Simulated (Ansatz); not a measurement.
CH$_{5}$O$_{3}$Y, SMILES `C[O][Y]([OH])[OH]`, relaxed with RKS PBE-D4/def2-SVP in Ansatz 0.2.0 from a rough embedded geometry. The force threshold is 0.03 eV/Å; the program also tests the step.

The species carries charge 0 and has multiplicity 1. Y: def2 effective core potential.

Start:

```xyz
10

C     0.987   -1.016    0.653
O     0.830    0.252    1.209
Y    -0.536    2.500   -0.487
O    -1.839    1.100    0.608
O    -0.121    1.049   -1.969
H     1.684   -0.989   -0.204
H     0.052   -1.485    0.409
H     1.547   -1.661    1.431
H    -2.176    0.186    0.314
H    -0.428    0.064   -1.963
```

By how much does the energy fall, and how many steps does the optimiser take? (Estimate.)

Computed: 458.91 kJ/mol, in 22 steps, 1 of them rejected.

Which bonds change most? (An estimate is asked.)

Computed: O2–Y3 from 3.130 to 2.043 Å; Y3–O4 from 2.204 to 2.036 Å; Y3–O5 from 2.115 to 2.036 Å; O5–H10 from 1.032 to 0.966 Å.

Give the relaxed structure. (An estimate is asked.)

The calculation gave: 
```xyz
10

C     1.484   -1.358    0.952
O     0.550   -0.509    0.371
Y    -0.805    0.739   -0.513
O    -2.483    1.275    0.509
O    -0.455    1.416   -2.401
H     2.366   -1.536    0.289
H     1.049   -2.360    1.187
H     1.879   -0.949    1.914
H    -3.281    1.535    0.988
H    -0.305    1.748   -3.296
```
